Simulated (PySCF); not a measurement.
Gas-phase reaction: HfCl₄.H₂O + 3 O ⇌ HfO₂ + 2 HOCl + Cl₂

Computed with PySCF and rigid-rotor harmonic-oscillator thermochemistry at 1 bar. † marks an energy on the PBE0/def2-TZVP geometry and frequencies. Open shells (unrestricted): O (multiplicity 3); the rest are closed-shell singlets. Spin-orbit splitting is ignored; it lowers the true energy and changes the entropy of O. B3LYP is the form with VWN-RPA correlation. Hf: scalar-relativistic def2 core potential, no spin-orbit coupling. Adducts (HfCl₄.H₂O) have no counterpoise correction, and HF, PBE, BLYP, B3LYP and PBE0 lack dispersion. HfCl₄.H₂O: computed as isolated molecules; such fragments, hydroxides, amides, oligomers or adducts are transient or little studied in the gas.

```json
[
 {"level": "B3LYP/def2-TZVP†", "ΔH°(298 K), kJ": "59"},
 {"level": "BLYP/def2-TZVP†", "ΔH°(298 K), kJ": "-82"},
 {"level": "M06-2X/def2-TZVP†", "ΔH°(298 K), kJ": "131"},
 {"level": "PBE0/def2-SVP†", "ΔH°(298 K), kJ": "___"},
 {"level": "ωB97M-V/def2-TZVP†", "ΔH°(298 K), kJ": "___"},
 {"level": "ωB97X-V/def2-TZVP†", "ΔH°(298 K), kJ": "___"}
]
```

### Question
Some entries are withheld; supply them.

### Answer

- PBE0/def2-SVP†, ΔH°(298 K), kJ: 194
- ωB97M-V/def2-TZVP†, ΔH°(298 K), kJ: 114
- ωB97X-V/def2-TZVP†, ΔH°(298 K), kJ: 118
